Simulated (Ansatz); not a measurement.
Computed with Ansatz.

A structure relaxed at PBE0-D4/def2-TZVP, charge 0, multiplicity 1:

```xyz
18

Si   -1.657   -0.671   -1.264
Ge    0.123   -2.103   -0.594
Si    0.772   -1.521    1.628
Ge    0.525    0.830    1.956
Si    1.011    1.940   -0.093
Ge   -0.770    1.515   -1.623
H    -2.344   -1.170   -2.487
H    -2.655   -0.611   -0.160
H     1.318   -1.875   -1.540
H    -0.266   -3.591   -0.677
H    -0.079   -2.261    2.600
H     2.192   -1.906    1.859
H    -0.937    1.131    2.341
H     1.425    1.318    3.107
H     2.271    1.372   -0.650
H     1.204    3.404    0.098
H    -0.254    1.631   -3.071
H    -1.878    2.567   -1.431
```

Give its formula and SMILES.

Ge3H12Si3, `[SiH2]1[GeH2][SiH2][GeH2][SiH2][GeH2]1`.

Point group (tolerance 0.08 Å, 0.16 Å for H)?

C2.

Summarise the bond lengths by kind.

6 × Ge–Si 2.380 to 2.387 Å; 6 × H–Si 1.489 to 1.490 Å; 6 × Ge–H 1.540 to 1.542 Å.
